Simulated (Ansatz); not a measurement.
Ideal-gas functions of F3Y (`[F][Y]([F])[F]`) at 500 K and 1 bar, from an Ansatz frequency run at PBE0-D4/def2-TZVP.

Molar mass 145.9 g/mol, point group D3h (symmetry number 6), electronic degeneracy 1, moments of inertia 113.567, 113.628, 227.195 u Å². Harmonic wavenumbers (cm⁻¹, unscaled): 33, 142, 142, 572, 594, 594.

Use S(trans) = R[1.5 ln M + 2.5 ln T − 1.1517]; rotational temperatures θ = 24.2544 K / I; S(rot) = R[ln(√π/σ · √(T³/θAθBθC)) + 1.5]; for each mode x = 1.438777 ν̃/T, S = R[x/(eˣ − 1) − ln(1 − e⁻ˣ)] and H = RT x/(eˣ − 1); 1 cm⁻¹ = 0.0119627 kJ/mol; R = 8.31446 J/(mol·K).

Problem. By hand: the entropy, in J/(mol·K).

Solution. Translation 181.7. Rotation: θ = 0.2136, 0.2135, 0.1068 K, giving 102.0. Vibration, mode by mode: 27.89, 15.81, 15.81, 5.05, 4.80, 4.80, in all 74.2. Electronic 0.0. Sum 357.9 J/(mol·K).

Problem. By hand: H − E and G − E in kJ/mol, counted from the electronic energy.

Solution. Zero-point energy ½ × 2077 × 0.0119627 = 12.4; thermal vibration 15.5; translation, rotation and pV give 4 RT = 16.6. H − E = 44.5 kJ/mol, and G − E = 44.5 − 500 × 357.9/1000 = -134.4 kJ/mol.

Vibration gives 21 % of the entropy, 59.5 J/(mol·K) of it from the modes under 150 cm⁻¹: soft modes count most, and the harmonic formula is weakest for them.
